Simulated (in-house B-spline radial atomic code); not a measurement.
Values are calculated unless marked as measured or tabulated.
**Making a Troullier-Martins s channel for Co, r_c = 3.3 bohr**

Co, [Ar] 3d7 4s2, non-relativistic PBE, spherical and spin-unpolarised, from a B-spline radial code for spherical atoms (atomic units). The all-electron 4s level is ε = -0.197169 hartree, its outermost node lies just inside 0.98 bohr and its outer maximum at 2.36 bohr.

Inside r_c the pseudo-orbital is u(r) = r^1 exp(p(r)), with p = c0 + c2 r² + c4 r⁴ + … + c12 r¹². The seven coefficients follow from p and its first four derivatives at r_c, from zero curvature of the screened potential at the origin, c4 = −c2²/(2l + 5), and from the norm inside r_c. At r_c the all-electron orbital has P = 0.5273386, P' = -0.1723126, the screened potential V = -0.2434007, V' = 0.1609879, V'' = -0.1297128, and the norm inside is Q = 0.6811799.

Q: What are p, p' and p'' at r_c?

A: p = ln(P/r_c^1) = ln(0.5273386/3.3) = -1.83383. p' = P'/P − 1/r_c = -0.32676 − 0.30303 = -0.62979. The radial equation gives p'' = 2(V − ε) − 2(1) p'/r_c − p'² = -0.09246 − (-0.38169) − 0.39663 = -0.10741. Differentiating, p''' = 2V' + 2(1)p'/r_c² − 2(1)p''/r_c − 2p'p'' = 0.13612, and p'''' = 2V'' − 4(1)p'/r_c³ + 4(1)p''/r_c² − 2(1)p'''/r_c − 2p''² − 2p'p''' = -0.16289.

For a trial c2 the five matching conditions are linear in c0, c6, c8, c10 and c12, and c2 is varied until the norm inside r_c equals Q. The root nearest zero gives:

| n | c_n |
| --- | --- |
| 0 | -1.319691 |
| 2 | 0.05908229 |
| 4 | -0.0006981435 |
| 6 | -0.004324567 |
| 8 | 0.000598333 |
| 10 | -3.268822e-05 |
| 12 | 6.605569e-07 |

Q: Check c4 and p(r_c), and find the screened pseudopotential at the origin.

A: −c2²/5 = -0.000698144, as listed. The terms c_n r_c^n are -1.31969, 0.64341, -0.08279, -5.58504, 8.41501, -5.00646, 1.10174, which sum to -1.83383. Inverting the radial equation, V_l(r) = ε + 1 p'/r + (p'' + p'²)/2, so V_l(0) = ε + (2l + 3) c2 = -0.197169 + 3 × (0.0590823) = -0.0199 hartree, finite where the all-electron potential diverges.

Orbitals and screened potentials:

| r (bohr) | P | u | V all-electron | V pseudo |
| --- | --- | --- | --- | --- |
| 0.33 | -0.03683 | 0.08875 | -33.63 | -0.02098 |
| 0.825 | -0.1398 | 0.2291 | -5.561 | -0.05653 |
| 1.32 | 0.3129 | 0.3832 | -1.816 | -0.2068 |
| 1.815 | 0.5634 | 0.5312 | -0.8542 | -0.4479 |
| 2.31 | 0.6323 | 0.6156 | -0.5082 | -0.5535 |
| 2.805 | 0.6022 | 0.6011 | -0.3426 | -0.3961 |
| 3.3 | 0.5273 | 0.5273 | -0.2434 | -0.2434 |

Logarithmic derivatives P'/P at R = 3.6 bohr, for energies E around ε:

| E − ε (hartree) | all-electron | pseudo |
| --- | --- | --- |
| -0.5 | 0.892386 | 0.884788 |
| -0.25 | 0.505647 | 0.499179 |
| -0.1 | 0.107074 | 0.104201 |
| 0 | -0.378757 | -0.378757 |
| 0.1 | -1.55246 | -1.58351 |
| 0.25 | 9.35804 | 6.80049 |
| 0.5 | 1.39188 | 1.11031 |
